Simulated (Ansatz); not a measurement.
Two isomers of C2H9AlOSi: A = `[CH3][AlH][O]C[SiH3]`, B = `[CH3][Al]([SiH3])[CH2]O`.

Computed with Ansatz on PBE0-D4/def2-TZVP structures; ΔE is electronic, products minus reactants. CCSD(T)/CBS is the MP2 limit (def2-TZVPP, def2-QZVPP) plus CCSD(T) − MP2 in def2-TZVPP, frozen cores. DFT in def2-TZVPP. One conformer a species, not always the lowest.

Which isomer does CCSD(T)/CBS put lower? Give the gap. (Estimate.)

Computed: A, by 32.5 kcal/mol.

Give E(B) − E(A) in kcal/mol with r2SCAN-D4, B2PLYP, ωB97M-V, CCSD/def2-TZVPP, PBE-D4, PBE0-D4, CCSD(T)/def2-TZVPP. (An estimate is asked.)

Computed: r2SCAN-D4 32.3, B2PLYP 34.3, ωB97M-V 33.8, CCSD/def2-TZVPP 33.1, PBE-D4 28.0, PBE0-D4 28.9, CCSD(T)/def2-TZVPP 32.7. None reverses the order clearly.

Largest T1 diagnostic: 0.012.

From PBE to PBE0 (25 % exact exchange), in def2-TZVPP and without D4, E(B) − E(A) moves by +1.0 kcal/mol. In def2-TZVPP, CCSD(T) changes the Hartree–Fock value by −4.0 kcal/mol (the triples alone add −0.4 kcal/mol) and MP2 by −1.6 kcal/mol.
